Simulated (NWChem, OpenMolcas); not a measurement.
## Exact exchange and the HOMO–LUMO gap of AlSi2H5O

AlSi2H5O: 9 atoms, total charge 0, spin state singlet. SMILES: `[SiH3][Al]1[O][SiH2]1`. The shape is that of a PBE0-D4/def2-TZVP optimisation.

The HOMO–LUMO gap y, in eV, basis 6-31G(d); a is the functional's share of exact exchange. Programs: NWChem 7.3.0, OpenMolcas 26.06.

| functional | program | a | y (eV) |
| --- | --- | --- | --- |
| BLYP | OpenMolcas | 0 | 2.72 |
| PBE | OpenMolcas | 0 | 2.71 |
| B3LYP | NWChem | 0.2 | ? |
| PBE0 | OpenMolcas | 0.25 | 4.45 |
| BHLYP | OpenMolcas | 0.5 | 6.14 |

Task: Fit y = c + s·a to the known rows and predict B3LYP.

Result: 
1. Means of the 4 rows: a = 0.1875, y = 4.005.
2. Σ(Δa)² = 0.17188, Σ(Δa·Δy) = 1.1787, so the slope is 1.1787/0.17188 = 6.8577.
3. Intercept: 4.005 − (6.8577) × 0.1875 = 2.719. The largest residual of the fit is 0.017.
4. B3LYP: 2.719 + (6.8577) × 0.2 = 4.09 eV.

The run gave 4.11 eV, so the prediction is off by -0.02 eV, about the largest residual. Exact exchange lowers occupied levels and raises empty ones.
